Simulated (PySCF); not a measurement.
## Heteronuclear NMR

Geometry:
| atom | x (Å) | y (Å) | z (Å) |
| --- | --- | --- | --- |
| F1 | -2.274 | 1.469 | 0.269 |
| C2 | -1.167 | 0.750 | 0.136 |
| C3 | -0.025 | 1.363 | -0.364 |
| C4 | 1.126 | 0.597 | -0.497 |
| F5 | 2.235 | 1.142 | -0.969 |
| C6 | 1.146 | -0.751 | -0.143 |
| F7 | 2.249 | -1.468 | -0.277 |
| C8 | -0.021 | -1.328 | 0.358 |
| F9 | 0.003 | -2.605 | 0.699 |
| C10 | -1.189 | -0.590 | 0.503 |
| H11 | -0.023 | 2.416 | -0.645 |
| H12 | -2.093 | -1.056 | 0.893 |

Single conformer, equivalent nuclei averaged, non-relativistic Hamiltonian, isolated molecule. Geometry: PBE0-D3(BJ)/def2-SVP; PBE0/pcSseg-1 with gauge-including orbitals; couplings computed with B3LYP/pcJ-1 (spin–dipole term only in couplings to heteroatoms); PySCF 2.14.0 with density-fitted response routines.

Task: What are the 19F shifts?

Result: 
```json
{"atoms": "F1", "environment": "aryl fluorine", "σ (ppm)": "289.5", "δ (ppm)": "-112.0"}
{"atoms": "F5/F9", "environment": "aryl fluorine", "σ (ppm)": "309.9", "δ (ppm)": "-131.2"}
{"atoms": "F7", "environment": "aryl fluorine", "σ (ppm)": "352.6", "δ (ppm)": "-171.4"}
```

Shieldings were converted by a linear fit to measured shifts: 19F: δ = 160.63 − 0.942σ +14.9 on sp3 carbon (rms 6.9 ppm, 221 shifts, 7.7 ppm with the 5 outliers that the fit left out vs CFCl3, solution or neat liquid). Occasional misses reach two or three times the rms, and more in compound classes unlike the fitted ones. Couplings are scaled by factors fitted to measured values: 1J(C,F) × 0.77 (rms 7.3 Hz), 2J(C,F) × 1.09 (rms 1.9 Hz, 5.0 with 1 outliers), 3J(C,F) × 1.48 (rms 1.3 Hz); all others are unscaled and can be 10–30 % off.

Couplings (the largest are listed; each averaged over equivalent pairs): 1J(C4,F5) = -246.8 Hz, 1J(F1,C2) = -244.9 Hz, 1J(C6,F7) = -243.4 Hz, 2J(F1,C3) = 26.3 Hz, 2J(C3,F5) = 20.5 Hz, 2J(F5,C6) = 13.7 Hz, 2J(C4,F7) = 9.2 Hz, 3J(F1,C4) = 14.9 Hz, 3J(F5,F7) = -12.7 Hz, 3J(C2,F5) = 12.2 Hz, 3J(F5,H11) = 11.0 Hz, 3J(F1,H11) = 8.8 Hz.

On a 600 MHz spectrometer 19F resonates near 564.6 MHz, so 1 ppm is 564.6 Hz.
